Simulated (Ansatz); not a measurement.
## A relaxation, step by step

BH₃O₃F (charge -1), singlet, PBE0-D4/def2-TZVPD (Ansatz 0.2.0). Settings:

```yaml
hamiltonian: {xc: pbe0, dispersion: d4}
relax: {f_tol: 0.005, max_steps: 200}
```

Start:

```
8
angstrom
F 0.5087 -0.4065 -1.3660
O -0.3389 -1.2253 0.7270
B -0.0017 -0.0014 -0.0141
O -1.1901 0.8412 -0.2054
O 1.0589 0.7486 0.6734
H -0.9546 -1.7328 0.1756
H -0.9121 1.6135 -0.7226
H 1.8298 0.1627 0.7322
```

| step | energy less the last (meV) | largest force component (eV/Å) |
| --- | --- | --- |
| 1 | 27.8 | 0.600 |
| 2 | 5.0 | 0.326 |
| 3 | 0.5 | 0.100 |
| 4 | 0.1 | 0.012 |
| 5 | 0.0 | 0.012 |
| 6 (rejected trial) | 0.0 | 0.014 |
| 7 | 0.0 | 0.004 |
| 8 | 0.0 | 0.002 |

Step 2, positions (Å) and forces (eV/Å):

```json
{"atom": "F1", "x": "0.505", "y": "-0.402", "z": "-1.353", "Fx": "-0.122", "Fy": "0.099", "Fz": "0.326"}
{"atom": "O2", "x": "-0.339", "y": "-1.220", "z": "0.723", "Fx": "-0.063", "Fy": "0.047", "Fz": "-0.155"}
{"atom": "B3", "x": "-0.002", "y": "-0.001", "z": "-0.013", "Fx": "0.079", "Fy": "-0.064", "Fz": "-0.213"}
{"atom": "O4", "x": "-1.184", "y": "0.838", "z": "-0.205", "Fx": "0.163", "Fy": "0.038", "Fz": "-0.055"}
{"atom": "O5", "x": "1.055", "y": "0.744", "z": "0.671", "Fx": "0.011", "Fy": "-0.169", "Fz": "-0.054"}
{"atom": "H6", "x": "-0.947", "y": "-1.721", "z": "0.173", "Fx": "0.094", "Fy": "0.077", "Fz": "0.085"}
{"atom": "H7", "x": "-0.906", "y": "1.600", "z": "-0.720", "Fx": "-0.046", "Fy": "-0.120", "Fz": "0.077"}
{"atom": "H8", "x": "1.818", "y": "0.162", "z": "0.724", "Fx": "-0.116", "Fy": "0.094", "Fz": "-0.010"}
```

Step 3, positions (Å) and forces (eV/Å):

| atom | x | y | z | Fx | Fy | Fz |
| --- | --- | --- | --- | --- | --- | --- |
| F1 | 0.501 | -0.398 | -1.342 | -0.017 | 0.016 | 0.047 |
| O2 | -0.338 | -1.217 | 0.719 | -0.010 | -0.014 | 0.019 |
| B3 | -0.001 | -0.002 | -0.015 | 0.038 | -0.031 | -0.100 |
| O4 | -1.179 | 0.836 | -0.204 | -0.018 | 0.017 | 0.009 |
| O5 | 1.052 | 0.740 | 0.670 | 0.010 | 0.010 | 0.022 |
| H6 | -0.945 | -1.716 | 0.172 | -0.008 | -0.011 | 0.004 |
| H7 | -0.905 | 1.594 | -0.721 | -0.009 | 0.009 | -0.005 |
| H8 | 1.815 | 0.162 | 0.720 | 0.013 | 0.004 | 0.005 |

Step 5, positions (Å) and forces (eV/Å):

| atom | x | y | z | Fx | Fy | Fz |
| --- | --- | --- | --- | --- | --- | --- |
| F1 | 0.509 | -0.388 | -1.343 | 0.000 | 0.001 | 0.001 |
| O2 | -0.333 | -1.223 | 0.713 | 0.001 | 0.001 | -0.006 |
| B3 | 0.005 | -0.005 | -0.020 | -0.004 | 0.003 | 0.012 |
| O4 | -1.179 | 0.831 | -0.201 | 0.004 | -0.002 | -0.004 |
| O5 | 1.054 | 0.737 | 0.676 | 0.001 | -0.004 | -0.005 |
| H6 | -0.965 | -1.707 | 0.180 | -0.002 | -0.002 | 0.001 |
| H7 | -0.913 | 1.588 | -0.726 | -0.002 | 0.001 | -0.001 |
| H8 | 1.822 | 0.167 | 0.720 | 0.002 | 0.001 | 0.001 |

Last step (8):

| atom | x (Å) | y (Å) | z (Å) |
| --- | --- | --- | --- |
| F1 | 0.5122 | -0.3835 | -1.3427 |
| O2 | -0.3310 | -1.2252 | 0.7102 |
| B3 | 0.0067 | -0.0052 | -0.0183 |
| O4 | -1.1782 | 0.8292 | -0.1996 |
| O5 | 1.0544 | 0.7359 | 0.6792 |
| H6 | -0.9733 | -1.7023 | 0.1827 |
| H7 | -0.9161 | 1.5832 | -0.7299 |
| H8 | 1.8254 | 0.1681 | 0.7186 |

The run took about 10 s on 4 CPU threads of an AMD EPYC 9R45 (shared host).
